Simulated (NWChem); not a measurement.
# WF5, doublet; SMILES [F][W]([F])([F])([F])[F]

Not confirmed as a minimum by frequencies. def2 effective core potentials on W; no spin-orbit coupling.

Give the equilibrium geometry at PBE0/def2-SVP with def2 effective core potentials on W, spin-unrestricted (NWChem) as a list of bonds and angles, with the point group.

point group C2v; any orientation.
Bonded distances (Å): W1–F2 1.887, W1–F3 1.887, W1–F4 1.837, W1–F5 1.837, W1–F6 1.822. Bond angles (°): F2–W1–F3 179.4, F2–W1–F4 90.3, F2–W1–F5 90.1, F2–W1–F6 89.7, F3–W1–F4 90.1, F3–W1–F5 90.3, F3–W1–F6 89.7, F4–W1–F5 108.7, F4–W1–F6 125.7, F5–W1–F6 125.7.
